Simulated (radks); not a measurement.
Values are calculated unless marked as measured or tabulated.
Fe I, configuration [Ar] 3d6 4s2.

Level of theory: Dirac Kohn-Sham, Slater X-alpha with alpha = 0.607, spin-unpolarised, spherical densities, point nucleus; open shells fill j = l - 1/2 first (a radial shooting solver on a logarithmic mesh with Libxc functionals).

Energy parts (eV):
total: -34380.659
kinetic: 34884.732
electron-nucleus: -82546.278
Hartree: 14540.411
exchange: -1259.523

Orbitals (lengths in bohr, moments of r in powers of bohr; <r^-3> diverges for s and p1/2):
\begin{tabular}{lrrr}
orbital & occ. & eigenvalue (eV) & <r^-3> \\ \hline
1s1/2 & 2 & -6961.117 & - \\
2s1/2 & 2 & -811.4337 & - \\
2p1/2 & 2 & -699.4425 & - \\
2p3/2 & 4 & -687.0866 & 465.5 \\
3s1/2 & 2 & -90.7989 & - \\
3p1/2 & 2 & -58.3515 & - \\
3p3/2 & 4 & -56.8125 & 58.32 \\
3d3/2 & 4 & -5.6904 & 4.822 \\
3d5/2 & 2 & -5.5432 & 4.726 \\
4s1/2 & 2 & -4.1785 & - \\
\end{tabular}

The highest occupied level is 4s1/2 at -4.179 eV. Summed over all electrons, <r^2> = 41.01 bohr^2, which gives a Langevin (diamagnetic) susceptibility term of -32.5 x 10^-6 cm^3/mol. For comparison, the ionisation energy in NIST's Atomic Spectra Database is 7.902 eV (measured). In exact Kohn-Sham theory the highest level is minus the ionisation energy, but local and semilocal functionals leave it too shallow, through self-interaction and a potential that decays too fast; potentials with the right tail come closer. The density falls to 0.001 e/bohr^3 at r = 4.53 bohr.

Beside tabulated values, note that spin-unpolarised runs miss the spin-polarisation part of the exchange energy of open shells.
